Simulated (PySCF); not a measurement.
Basis-set dependence of excited states

C2H4Cl2O2Si.
InChI=1S/C2H4Cl2O2Si/c3-1-7(4)6-2-5/h2,7H,1H2/t7-/m0/s1

TDDFT with PBE0 (PySCF), vertical singlets, core orbitals frozen in the response, spherical d and f functions. One conformer (not necessarily the lowest) at the PBE0-D3(BJ)/def2-SVP geometry, without solvent, vibrations or thermal averaging.

Q: How do the low singlets change with the basis? Take 6-31G*, def2-SVP, 6-31+G*, def2-SVPD, aug-cc-pVDZ and def2-TZVP.

A: 

| basis | functions | diffuse | S1 (eV) | S2 (eV) | S3 (eV) | S4 (eV) | S5 (eV) | LUMO (eV) | α (au) |
| --- | --- | --- | --- | --- | --- | --- | --- | --- | --- |
| 6-31G* | 118 | no | 5.86 | 6.75 | 7.04 | 7.06 | 7.46 | -0.32 | 62.3 |
| def2-SVP | 130 | no | 5.82 | 6.85 | 6.87 | 7.15 | 7.26 | -0.40 | 62.0 |
| 6-31+G* | 146 | yes | 5.82 | 6.51 | 6.80 | 6.82 | 7.20 | -0.72 | 72.6 |
| def2-SVPD | 196 | yes | 5.78 | 6.57 | 6.77 | 6.89 | 7.19 | -0.76 | 80.9 |
| aug-cc-pVDZ | 209 | yes | 5.75 | 6.50 | 6.75 | 6.83 | 7.18 | -0.72 | 81.4 |
| def2-TZVP | 259 | no | 5.78 | 6.57 | 6.79 | 6.91 | 7.23 | -0.60 | 74.3 |

States are compared by their number. Against the largest diffuse basis here (aug-cc-pVDZ, itself not a converged limit), sets without diffuse functions differ by up to 0.11 eV in S1 and 0.28 eV in S5; the smaller diffuse sets differ by up to 0.07 and 0.02 eV. State by state, the largest deviation of a set without diffuse functions is S1 0.11, S2 0.34, S3 0.29, S4 0.31, S5 0.28 eV. The same number needn't mean the same state in each row. Against aug-cc-pVDZ the polarisability deviates by -24% in 6-31G*, -24% in def2-SVP, -11% in 6-31+G*, -1% in def2-SVPD, -9% in def2-TZVP. A single + in a Pople set puts diffuse functions on heavy atoms only.
